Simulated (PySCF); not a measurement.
# Co⁺ (cobalt, charge +1) across methods

[Ar] 3d7 4p1, one real determinant (an excited configuration). All numbers are calculated (PySCF 2.14, the spin-free X2C one-electron Hamiltonian (Gaussian nucleus), in x2c-TZVPPall with one added diffuse shell each of s, p, d, f type (7s6p5d3f1g, 80 functions)).

| method | E (hartree) | mean ε 3d α (eV) | mean ε 3d β (eV) | mean ε 4p α (eV) | Σ⟨r²⟩ (bohr²) | ⟨S²⟩ |
| --- | --- | --- | --- | --- | --- | --- |
| UHF | -1391.44051 | -29.438 | -25.764 | -10.823 | 29.37 | 6.004 |
| wB97X | -1392.756 | -24.488 | -21.970 | -11.064 | 28.68 | 6.002 |
| TPSS | -1392.775 | -19.410 | -17.305 | -8.902 | 28.44 | 6.002 |
| PBE0 | -1392.514 | -22.160 | -19.442 | -9.533 | 28.52 | 6.002 |
| PBE | -1392.493 | -19.535 | -17.082 | -8.952 | 28.48 | 6.001 |
| M06-2X | -1392.741 | -25.102 | -21.842 | -10.107 | 28.64 | 6.006 |
| r2SCANh | -1392.700 | -20.930 | -18.270 | -9.289 | 28.29 | 6.003 |
| r2SCAN | -1392.711 | -19.912 | -17.342 | -9.073 | 28.25 | 6.003 |

(1) Estimate the same row for LDA.

⟨L²⟩ = 13.98 against 20 for a pure G term, so this real determinant mixes terms.

Results:

(1) E (hartree) = -1390.052; mean ε 3d α (eV) = -19.823; mean ε 3d β (eV) = -17.097; mean ε 4p α (eV) = -9.006; Σ⟨r²⟩ (bohr²) = 28.28; ⟨S²⟩ = 6.001.
